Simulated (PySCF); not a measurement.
MoH4: tetrahedral to square-planar path

Computed with UPBE0/[Mo def2-TZVP with ECP28, H def2-TZVP], scalar-relativistic core potentials, density fitting, no spin–orbit coupling, PySCF.

Rigid scan from the triplet minimum (Mo–H 1.686 Å (×4); H–Mo–H 109.5° (×6)). Coordinate: D2d path, angle between each bond and the S4 axis (54.74 tetrahedral, 90 square planar), bonds fixed. Energies in kJ/mol from the minimum.

| angle of the bonds to the S4 axis (°) | E (kJ/mol) | ⟨S²⟩ |
| --- | --- | --- |
| 45.0 | 26.5 | 2.04 |
| 50.0 | 6.7 | 2.03 |
| 54.7 | 0.0 | 2.03 |
| 60.0 | 9.7 | 2.03 |
| 66.0 | 47.9 | 2.05 |
| 72.0 | 119.1 | 2.09 |
| 78.0 | 221.7 | 2.27 |
| 84.0 | 338.8 | 2.82 |
| 90.0 | 445.9 | 3.48 |

With the bonds held, the square planar shape lies 445.9 kJ/mol from the minimum.

Spin contamination is strong at 78.0, 84.0, 90.0, so these points are less reliable.

With open d or f shells other occupations or spin states may lie lower.

Other isomers or separated fragments may lie lower.
